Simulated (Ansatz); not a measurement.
Stepwise reaction of `[F][Hf]([F])([I])[I]` with hydrogen chloride, as a gas-phase model of exchange steps in deposition or etching. ΔE in kJ/mol; ΔG adds harmonic PBE0-D4 terms to CCSD(T)/CBS, at 1 bar.

Computed with Ansatz on PBE0-D4/def2-TZVP structures; ΔE is electronic, products minus reactants. CCSD(T)/CBS adds triple-zeta CCSD(T) − MP2 to the extrapolated MP2 energy (def2 sets, frozen cores). This one scheme is used for every species. DFT in def2-TZVPP. B3LYP here is the variant with VWN-RPA as its local correlation; programs differ in this. def2 core potentials past Kr. For Hf, I outer-core shells are correlated without core-valence functions, which leaves a few kJ/mol of doubt a bond.

```json
{"step": "1", "reaction": "`[F][Hf]([F])([I])[I]` + HCl → `[F][Hf]([F])([Cl])[I]` + HI", "PBE-D4": "-13.0", "B3LYP-D4": "-15.9", "ωB97M-V": "-16.0", "CCSD(T)/CBS": "-9.3", "ΔG(500 K)": "-15.5"}
{"step": "2", "reaction": "`[F][Hf]([F])([Cl])[I]` + HCl → `[F][Hf]([F])([Cl])[Cl]` + HI", "PBE-D4": "-13.3", "B3LYP-D4": "-16.3", "ωB97M-V": "-15.8", "CCSD(T)/CBS": "-9.9", "ΔG(500 K)": "-10.2"}
```

Problem. By hand: ΔE of the 2 steps together at CCSD(T)/CBS.

Solution. (-9.3) + (-9.9) = -19.2 kJ/mol, or -9.6 kJ/mol a step.

In ΔE the steps differ by no more than 0.6 kJ/mol. All are downhill at CCSD(T)/CBS. ΔG lies between -15.5 and -10.2 kJ/mol a step. PBE-D4 differs from CCSD(T)/CBS by -3.7 to -3.4 kJ/mol a step. Isolated molecules leave out the surface, adducts and barriers. Largest T1 diagnostic: 0.015.
